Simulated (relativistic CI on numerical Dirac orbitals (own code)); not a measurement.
**Crystal-field levels of Fe⁶⁺, 3d2**

Calculated by Dirac-Coulomb-Breit CI, orbitals from a KLI potential per configuration, model QED, valence Slater integrals scaled by 0.65, one configuration in a parametric crystal field (own radial code).

Field parameters in Wybourne normalisation: Td as Oh with Dq negative (B⁴₀ = 21Dq, B⁴₄ = √(5/14) B⁴₀). The field is a parameter set, without covalency.

S is read from ⟨S²⟩ = S(S + 1).

Site symmetry Td; labels are those of the double group. Computed levels in cm⁻¹ above the lowest, in rising order:

| Δ (size of 10Dq) | Lowest | No. 2 | No. 3 | No. 4 | No. 5 | No. 6 | No. 7 | No. 8 |
| --- | --- | --- | --- | --- | --- | --- | --- | --- |
| 2600 | T2 | 2436 E | 2625 A2 | 2826 T2 | 2944 T1 | 4675 T2 | 5008 E | 5541 T1 |
| 4700 | T2 | 4586 A2 | 4622 E | 4758 T2 | 4960 T1 | 8028 T2 | 8210 E | 8916 T1 |
| 6800 | T2 | 6629 A2 | 6754 E | 6786 T2 | 7027 T1 | 11392 T2 | 11463 E | 12245 T1 |
| 8900 | T2 | 8699 A2 | 8848 T2 | 8853 E | 9110 T1 | 14450 E | 14642 T2 | 15432 T1 |
| 11000 | T2 | 10779 A2 | 10919 E | 10924 T2 | 11199 T1 | 15519 E | 17742 T2 | 17963 E |
| 13050 | T2 | 12816 A2 | 12862 E | 12959 T2 | 13242 T1 | 15780 E | 20616 T2 | 20743 E |
| 15150 | T2 | 14531 E | 14906 A2 | 15047 T2 | 15336 T1 | 16293 E | 23412 T2 | 23503 E |
| 17250 | T2 | 15264 E | 16998 A2 | 17138 T2 | 17432 T1 | 17717 E | 26078 T2 | 26080 A1 |
| 19350 | T2 | 15473 E | 19092 A2 | 19231 T2 | 19529 T1 | 19651 E | 27235 A1 | 28636 T2 |

Ground-state S against |10Dq| in cm⁻¹: 2600: 1.00, 4700: 1.00, 6800: 1.00, 8900: 1.00, 11000: 1.00, 13050: 1.00, 15150: 1.00, 17250: 1.00, 19350: 1.00.

No abrupt spin change occurs in this range.
